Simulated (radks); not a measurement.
Values are calculated unless marked as measured or tabulated.
Problem. Isoelectronic series with 9 electrons, each ion in its NIST ground configuration. Code: a radial shooting solver on a logarithmic mesh with Libxc functionals. Model: scalar-relativistic Kohn-Sham, LDA (Slater exchange, Perdew-Wang correlation), spin-polarised, spherical densities, finite nucleus; open shells are filled with parallel spins first; Fermi nuclear charge, rms radius of each element as measured or else 0.836 A^(1/3) + 0.57 fm. Total energies (hartree) and mean radii <r> (bohr):

ion,configuration,E (hartree),2p down,2p up,2s down,2s up
F,[He] 2s2 2p5,-99.20337,1.127,1.088,1.017,1.005
Ne+,[He] 2s2 2p5,-127.56022,0.8932,0.8755,0.8730,0.8651
Mg3+,[He] 2s2 2p5,-195.64439,0.6455,0.6385,0.6765,0.6723
Si5+,[He] 2s2 2p5,-278.88689,0.5089,0.5051,0.5512,0.5487
P6+,[He] 2s2 2p5,-326.20233,0.4607,0.4577,0.5044,0.5023
S7+,[He] 2s2 2p5,-377.32187,0.4210,0.4186,0.4648,0.4631
Cl8+,[He] 2s2 2p5,-432.25264,0.3876,0.3856,0.4310,0.4295
Ar9+,[He] 2s2 2p5,-491.00260,0.3592,0.3575,0.4017,0.4004
K10+,[He] 2s2 2p5,-553.58038,0.3347,0.3333,0.3761,0.3750

Estimate the row of Al4+ ([He] 2s2 2p5).

Solution. E (hartree) -235.36931; 2p down 0.5688; 2p up 0.5638; 2s down 0.6076; 2s up 0.6043.
